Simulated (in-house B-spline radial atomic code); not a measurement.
A fraction x of an electron is removed from 3d in Rh II (Rh+), starting from [Kr] 4d8 and keeping the highest spin. Computed with an all-electron radial atomic-structure program (B-spline basis): scalar-relativistic (X2C) LDA PW92, spin-polarised, spherical fractional occupations, Fermi nucleus of rms radius 4.4945 fm.

| x | E(x) - E(0) (eV) | 3d down level (eV) |
| --- | --- | --- |
| 0 | 0.0000 | -308.139 |
| 0.02 | 6.1693 | -308.795 |
| 0.16 | ? | ? |
| 0.29 | 90.7535 | -317.798 |
| 0.47 | 148.5083 | -323.940 |
| 0.5 | 158.2420 | -324.975 |
| 0.56 | 177.8027 | -327.052 |
| 0.67 | 213.9893 | -330.891 |
| 0.87 | 280.8732 | -337.968 |
| 0.92 | ? | ? |
| 1 | 325.1118 | -342.634 |

Question: What belongs in the row x = 0.16?

Answer: An energy change of 49.7243 eV; 3d down at -313.431 eV.

Question: What belongs in the row x = 0.92?

Answer: An energy change of 297.8163 eV; 3d down at -339.757 eV.

Question: Check Janak's theorem between x = 0.29 and 0.47.

Answer: The slope of the energy is 320.86 eV; the orbital levels give 320.87 eV (-ε of the emptying orbital, averaged over the two points).
